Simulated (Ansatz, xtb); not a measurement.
# Two structures of CH6FGeN

Structure X: a singlet given by its coordinates. Structure Y: `C[NH][GeH2][F]`, a singlet. Both are isolated molecules in the gas phase, relaxed with PBE0-D3(BJ)/def2-SVP; the shapes shown needn't be the lowest conformers.

X (Å):

```json
{"atom": "C", "x (Å)": "0.2595", "y (Å)": "0.8603", "z (Å)": "0.4633"}
{"atom": "F", "x (Å)": "-2.0990", "y (Å)": "1.6822", "z (Å)": "-0.8660"}
{"atom": "Ge", "x (Å)": "-1.7034", "y (Å)": "1.1174", "z (Å)": "0.8074"}
{"atom": "N", "x (Å)": "-2.0676", "y (Å)": "-0.8518", "z (Å)": "-0.1125"}
{"atom": "H", "x (Å)": "0.6950", "y (Å)": "0.1088", "z (Å)": "1.1440"}
{"atom": "H", "x (Å)": "0.4640", "y (Å)": "0.5754", "z (Å)": "-0.5821"}
{"atom": "H", "x (Å)": "0.7816", "y (Å)": "1.8123", "z (Å)": "0.6556"}
{"atom": "H", "x (Å)": "-2.9153", "y (Å)": "-1.3344", "z (Å)": "0.1818"}
{"atom": "H", "x (Å)": "-2.1970", "y (Å)": "-0.5112", "z (Å)": "-1.0688"}
{"atom": "H", "x (Å)": "-1.2875", "y (Å)": "-1.5085", "z (Å)": "-0.0947"}
```

Close contacts (Å): C1–Ge3 2.01, F2–Ge3 1.81, Ge3–N4 2.20, C1–H5 1.10, C1–H6 1.10, C1–H7 1.10, N4–H8 1.02, N4–H9 1.02, N4–H10 1.02.

Y (Å):

```yaml
atoms:
  - { symbol: C, position_ang: [0.5607, 2.8458, 0.8465] }
  - { symbol: F, position_ang: [0.2504, -0.0748, 3.0355] }
  - { symbol: Ge, position_ang: [0.9906, 0.0786, 1.4514] }
  - { symbol: N, position_ang: [0.3012, 1.4619, 0.5230] }
  - { symbol: H, position_ang: [-0.1310, 3.2725, 1.5969] }
  - { symbol: H, position_ang: [1.5800, 2.9487, 1.2512] }
  - { symbol: H, position_ang: [0.5123, 3.4796, -0.0551] }
  - { symbol: H, position_ang: [-0.6023, 1.3030, 0.0899] }
  - { symbol: H, position_ang: [2.4701, 0.3638, 1.7312] }
  - { symbol: H, position_ang: [0.6591, -1.2251, 0.7184] }
```

Q: Estimate which is lower in electronic energy at CCSD(T)/def2-SVP + ΔMP2/def2-TZVPP, and by roughly how much.

A: The CCSD(T)/def2-SVP + ΔMP2/def2-TZVPP calculation puts structure X lower, by 30.3 kJ/mol.

The same difference at several levels:

```tsv
level	geometry	E(Y) − E(X) (kJ/mol)	departure from the last row (kJ/mol)	job, with rough time for the two
PBE0-D3(BJ)/def2-SVP	PBE0-D3(BJ)/def2-SVP	+30.8	+0.5	optimisation, 53 s
HF/def2-SVP	PBE0-D3(BJ)/def2-SVP	+5.5	−24.8	part of the CCSD(T) run
MP2/def2-SVP	PBE0-D3(BJ)/def2-SVP	+13.0	−17.3	part of the CCSD(T) run
CCSD(T)/def2-SVP	PBE0-D3(BJ)/def2-SVP	+18.2	−12.1	single point
CCSD(T)/def2-SVP + ΔMP2/def2-TZVPP	PBE0-D3(BJ)/def2-SVP	+30.3		single point, 29 s
```

None of the levels shown reverses the order. The largest departure from CCSD(T)/def2-SVP + ΔMP2/def2-TZVPP is that of HF/def2-SVP, 24.8 kJ/mol. Levels run at GFN2-xTB geometries aren't shown. The last row adds to CCSD(T) the change of the MP2 difference between the two basis sets, here +12.1 kJ/mol.

With harmonic frequencies from PBE0-D3(BJ)/def2-SVP (ideal gas, rigid rotor, one conformer each, 298.15 K, 1 atm): the zero-point term adds −8.2 kJ/mol; ΔH is +19.4 and ΔG +24.0 kJ/mol.

The correlated steps freeze 12 core orbitals; the filled d shell of Ge is correlated, in a basis made for valence electrons. Codes used: Ansatz 0.2.0; the last row on 2 threads of Arm Neoverse V2 on a shared host.
